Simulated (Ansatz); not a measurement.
## Redistribution: AlH(SH)2 + C2H7AlS → Al(SH)3 + C2H7Al

Species: AlH(SH)2, singlet; C2H7AlS `C[CH2][AlH][SH]`, singlet; Al(SH)3, singlet; C2H7Al `C[CH2][AlH2]`, singlet. The partners trade H for SH; both sit on Al, so the bond types are kept.

Shapes, held fixed at every level: PBE0-D4/def2-TZVP. Flexible molecules stand in one conformer, not always the lowest. Programs: Ansatz 0.2.0. The zero-point and thermal change to 298 K, harmonic and unscaled (PBE0-D4/def2-TZVP), is -1.4 kJ/mol.

```json
{"level": "HF/def2-SVP", "kind": "Hartree–Fock", "ΔH(298 K) (kJ/mol)": "+17.2", "less CCSD(T)/CBS estimate": "-0.5"}
{"level": "HF/def2-TZVPP", "kind": "Hartree–Fock", "ΔH(298 K) (kJ/mol)": "+15.8", "less CCSD(T)/CBS estimate": "-1.9"}
{"level": "BHLYP-D4/def2-TZVPP", "kind": "global hybrid", "ΔH(298 K) (kJ/mol)": "+16.2", "less CCSD(T)/CBS estimate": "-1.5"}
{"level": "PBE0-D4/def2-TZVPP", "kind": "global hybrid", "ΔH(298 K) (kJ/mol)": "+17.9", "less CCSD(T)/CBS estimate": "+0.2"}
{"level": "r2SCAN0-D4/def2-TZVPP", "kind": "global hybrid", "ΔH(298 K) (kJ/mol)": "+18.6", "less CCSD(T)/CBS estimate": "+0.9"}
{"level": "MP2/def2-TZVPP", "kind": "perturbation theory", "ΔH(298 K) (kJ/mol)": "+16.6", "less CCSD(T)/CBS estimate": "-1.1"}
{"level": "CCSD(T)/def2-TZVPP", "kind": "coupled cluster or CI", "ΔH(298 K) (kJ/mol)": "+17.9", "less CCSD(T)/CBS estimate": "+0.2"}
{"level": "CCSD(T)/CBS estimate", "kind": "coupled cluster or CI", "ΔH(298 K) (kJ/mol)": "+17.7", "less CCSD(T)/CBS estimate": "0.0"}
```

The highest level, CCSD(T)/CBS estimate, gives ΔH(298 K) = +17.7 kJ/mol; the levels span +15.8 to +18.6. The column of differences is taken from that level and isn't an error. No measured value is set beside it here. The CBS estimate extrapolates MP2 from def2-TZVPP and def2-QZVPP and adds CCSD(T) − MP2 in the triple-zeta set, cores frozen.
